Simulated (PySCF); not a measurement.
# Converging LiI in the basis (CCSD(T))

PySCF, RHF reference; singlet, unpaired electrons none; De to Li + I without counterpoise correction. Frozen cores follow the default of each basis and core potential.

```
                     basis                           relativity  functions  Re (Å)  ωe (cm⁻¹)  De (eV)  frozen orbitals
                  def2-SVP  scalar-relativistic core potentials         35   2.412        490     3.42                4
        cc-pVDZ/cc-pVDZ-PP  scalar-relativistic core potentials         37   2.440        492     3.53                4
                 def2-SVPD  scalar-relativistic core potentials         47   2.437        472     3.59                4
aug-cc-pVDZ/aug-cc-pVDZ-PP  scalar-relativistic core potentials         55   2.427        466     3.65                4
                def2-TZVPP  scalar-relativistic core potentials         69   2.408        494     3.65                4
```

How does each smaller set differ from the one with most functions, def2-TZVPP?

def2-SVP: +0.4 pm, -0.8 % in ωe, -0.23 eV in De; cc-pVDZ/cc-pVDZ-PP: +3.2 pm, -0.4 % in ωe, -0.12 eV in De; def2-SVPD: +2.9 pm, -4.5 % in ωe, -0.06 eV in De; aug-cc-pVDZ/aug-cc-pVDZ-PP: +1.9 pm, -5.7 % in ωe, +0.00 eV in De. All at CCSD(T); the set with most functions is neither the basis-set limit nor always the best.

Measured (Huber and Herzberg, Constants of Diatomic Molecules (1979)): Re = 2.391924 Å, ωe = 498.16 cm⁻¹. Correlated steps freeze 4 core orbitals. Correlated levels converge slowly with the basis: in double zeta they bind strong bonds too weakly, by up to about 1 eV, and carry superposition errors of some tenths. Spin–orbit coupling is left out, which matters for elements this heavy, above all for dissociation energies. Where the molecule has an RHF reference, its open-shell atoms are computed with UHF.
